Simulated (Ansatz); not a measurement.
The cluster Mg2O2⁻. The state is a doublet with charge -1. Geometry relaxed at B3LYP-D4/def2-TZVPD.

```xyz
4

Mg   -0.6559    0.2267   -1.0168
Mg    0.6558   -0.2265    1.0168
O    -1.2133   -0.2565    0.7254
O     1.2133    0.2564   -0.7254
```

The relaxation made no stability test and no search for a lower SCF solution. The structure comes from a short search, and lower isomers may exist.

Estimate the harmonic wavenumbers at UKS B3LYP-D4/def2-TZVPD (Ansatz, unscaled). Is this a minimum?

252, 414, 441, 523, 617, 631 cm⁻¹. Yes, no mode is imaginary beyond noise. Zero-point energy 17.2 kJ/mol. Run time 39 s (4 threads of Arm Neoverse V2 on a shared host).
